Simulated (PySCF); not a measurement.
Q: Give a PBE0-D3(BJ)/def2-SVP geometry of `N#CC1=CC[C@@H]1OC=O`.

A: 
```
atom  x, y, z in Å
N1    -2.3606    1.7536    1.6860
C2    -1.9371    0.9125    1.0081
C3    -1.3798   -0.0961    0.1832
C4    -1.7982   -1.2932   -0.2746
C5    -0.5166   -1.5878   -1.0100
C6    -0.0650   -0.1694   -0.5648
O7     1.0852   -0.1475    0.2574
C8     2.0597    0.7201   -0.0480
O9     2.0599    1.4843   -0.9658
H10   -2.7409   -1.8349   -0.1752
H11    0.0982   -2.3823   -0.5599
H12   -0.5897   -1.7589   -2.0961
H13    0.0485    0.5626   -1.3777
H14    2.8754    0.6125    0.6953
```

Orientation and origin are arbitrary. Atoms count from 1 in this order. The C–C distances run from 1.348 Å (C3=C4, drawn double) to 1.554 Å (C5–C6, drawn single), a spread of 0.206 Å. The 3 C–O bonds span 1.194 Å (C8=O9, drawn double) to 1.414 Å (C6–O7, drawn single), a spread of 0.220 Å. Of the pairs four or more bonds apart, O9···H13 is among the closest relative to their van der Waals radii: 2.25 Å, 83 % of the sum of Bondi's values. The 4-membered ring C3–C4–C5–C6 has internal angles of 85.9° to 94.3° (sum 360°, against 360° for a flat polygon); it is almost planar, 0.02 Å rms from its mean plane, widest ring torsion 4°.

Bonds between heavy atoms (Å): N1≡C2 1.160, C2–C3 1.417, C3=C4 1.348, C4–C5 1.507, C5–C6 1.554, C6–O7 1.414, O7–C8 1.340, C8=O9 1.194, C3–C6 1.514.

Method used: PBE0-D3(BJ)/def2-SVP geometry optimisation, gas phase (PySCF).

Point group: C1 (no symmetry element, even within 0.4 Å). Whether it is a minimum is left open (no frequencies). The numbers are those of one conformer (C5–C6–O7–C8 132°, C6–O7–C8–O9 -1°).

Hardware: an Arm Neoverse V1 with one thread, no GPU, on a shared host. Cost: 70 s. This is the geometry optimisation.
